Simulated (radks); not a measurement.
Problem. The iridium ion Ir2+, 75 electrons, occupied as [Xe] 4f14 5d7. Method: non-relativistic Kohn-Sham, AM05, spin-unpolarised, spherical densities, point nucleus; relativity is left out, which matters for an element this heavy; computed with a radial shooting solver on a logarithmic mesh with Libxc functionals. Some entries of the table are withheld. Estimate them.

orbital  occ.  eigenvalue (hartree)  r(max) (bohr)  <1/r> (bohr^-1)
1s          2             -2544.484        0.01306            76.42
2s          2             -422.7779        0.07104            17.96
2p          6                   (1)            (2)            18.00
3s          2             -98.52734         0.1946            6.936
3p          6             -90.70090         0.1831            6.891
3d         10             -76.07935         0.1440            6.821
4s          2             -20.90068         0.4354            3.016
4p          6                   (3)         0.4352            2.927
4d         10             -11.45602            (4)            2.739
5s          2              -3.50856         0.9784            1.229
4f         14              -3.33482         0.3885            2.364
5p          6              -2.48373            (5)            1.115
5d          7              -0.92381          1.279           0.8170
6s          0              -0.68303          2.486           0.4485
6p          0              -0.48478          2.936           0.3730

Solution. 
(1) 2p eigenvalue (hartree): -406.0969
(2) 2p r(max) (bohr): 0.05510
(3) 4p eigenvalue (hartree): -17.56849
(4) 4d r(max) (bohr): 0.4290
(5) 5p r(max) (bohr): 1.043
